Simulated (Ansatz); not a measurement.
CH4In, SMILES `[CH3][InH]` radical, relaxed with UKS PBE0-D4/def2-TZVP in the Gaussian-basis code of Ansatz from a PBE-D4/def2-SVP geometry. The force threshold is 0.005 eV/Å; the program also tests the step.

Total charge 0; spin multiplicity 2. In takes the def2 core potential.

Start:

```xyz
6

C     0.273   -0.059   -0.702
In   -0.817   -0.575    1.178
H     0.752    0.934   -0.593
H    -0.445   -0.046   -1.546
H     1.041   -0.833   -0.900
H    -0.804    0.581    2.563
```

(1) By how much does the energy fall, and how many steps does the optimiser take? (Estimate.)

(2) Which bonds change most? (Estimate.)

(3) Give the relaxed structure. (Estimate.)

Answers

(1) The calculation gave: 0.66 kcal/mol, in 4 steps.

(2) Computed: C1–In2 from 2.233 to 2.189 Å; In2–H6 from 1.804 to 1.769 Å; C1–H3 from 1.108 to 1.091 Å; C1–H4 from 1.108 to 1.091 Å.

(3) The calculation gave: 
```xyz
6

C     0.267   -0.060   -0.688
In   -0.799   -0.557    1.159
H     0.742    0.918   -0.590
H    -0.437   -0.046   -1.522
H     1.024   -0.820   -0.887
H    -0.797    0.565    2.527
```
